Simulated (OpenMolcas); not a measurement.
**Ti2+ in CaO**

Ti2+ with its 6 nearest oxide ions at 2.298 Å, on the Ca site of CaO (a = 4.8105 Å, distance in the model lattice 2.405 Å). The rest of the host is ab initio model potentials to 7.6 Å, with orthogonalisation functions on the cations behind the ligands, and point charges beyond; the distance is set by hand and nothing relaxes. Ligand basis ANO-RCC-VDZP.
```
Ti    0.0000    0.0000    0.0000
O     2.2980    0.0000    0.0000
O     0.0000    2.2980    0.0000
O    -2.2980    0.0000    0.0000
O     0.0000   -2.2980    0.0000
O     0.0000    0.0000    2.2980
O     0.0000    0.0000   -2.2980
```

| Item | Value |
| --- | --- |
| Program | OpenMolcas |
| Method | CASSCF |
| Basis | ANO-RCC-VDZP [5s4p2d1f] |
| Scalar Hamiltonian | DKH2, point nucleus |
| Active space | 2 electrons in 5 orbitals (3d) |
| State averaging | 2S+1 = 3 even, 10 roots; 2S+1 = 1 even, 15 roots |
| Spin-orbit coupling | state interaction with AMFI integrals over the reference wave functions |

The lowest spin-free states (labels of O, the rotations of Oh), above the lowest:

```csv
State,Degeneracy,E (cm-1)
3T1,3,0.0
1T2,3,11182
1E,2,11365
3T2,3,12370
1A1,1,23134
3T1,3,23406
1T2,3,25577
3A2,1,26599
1T1,3,28224
1E,2,40333
1A1,1,57426
```

The lowest levels with spin-orbit coupling:

```csv
E (cm-1),Degeneracy,Label,2S+1
0.0,2,E,3
2.0,3,T2,3
156.8,3,T1,3
234.2,1,A1,3
11245,3,T2,1
11446,2,E,1
12395,1,A2,3
12440,3,T2,3
12480,3,T1,3
12481,2,E,3
23161,1,A1,1 (81 %)
23439,3,T1,3
23443,1,A1,3 (81 %)
23535,3,T2,3
23538,2,E,3
25649,3,T2,1
26695,3,T2,3
28305,3,T1,1
40416,2,E,1
57509,1,A1,1
```

Powder χT (cm3 K/mol): 0.0938 at 2 K, 0.155 at 10 K, 0.393 at 50 K, 0.654 at 100 K, 0.957 at 200 K, 1.1 at 300 K. The effective moment at 300 K is 2.828 √(χT) = 2.97 μB.

The lowest level has 2S+1 = 3, for which the spin-only value is χT = S(S+1) / 2 = 1.000 cm3 K/mol (g = 2). The computed 1.100 at 300 K differs by +0.100, through orbital momentum, spin-orbit coupling and any other state in reach. With a threefold ground state the orbital momentum is unquenched, so the spin-only value is not expected to hold.

Metal share of the active 3d orbitals (Löwdin): 91, 91, 96, 96, 96 %; Mulliken charge of the metal 1.49.

A least-squares ligand-field fit to the states below 45000 cm-1, each weighted by its degeneracy and with a free common offset, gives 10Dq = 14311 cm-1, B = 808 cm-1 and C = 3027 cm-1 (C/B = 3.75), with an rms deviation of 254 cm-1.

The same method and metal basis give the free ion B = 884 cm-1 (fit to its terms below 60000 cm-1, rms deviation 77 cm-1), so the nephelauxetic ratio is β = 808 / 884 = 0.91; it hangs on how both fits weigh the states, and computed free-ion B values tend to be too large, so β mixes covalency with correlation.

An orbital triplet at a regular site is open to Jahn-Teller coupling, which can distort the site and quench the lowest spin-orbit gaps and is left out. Without dynamic correlation the repulsion within the d shell is too large (B by tens of per cent), so at a given field states of lower spin stand too high. Ligand-to-metal charge-transfer states are missing. With no ligand orbital active B as a rule stays too high, so bands that hang on it stand too high and its fall with covalency is understated. With metal d orbitals alone and no dynamic correlation 10Dq can be off by a tenth to a fifth, either way, in oxide and fluoride hosts. No measured value stands beside these numbers; the geometry was set by hand and not optimised.
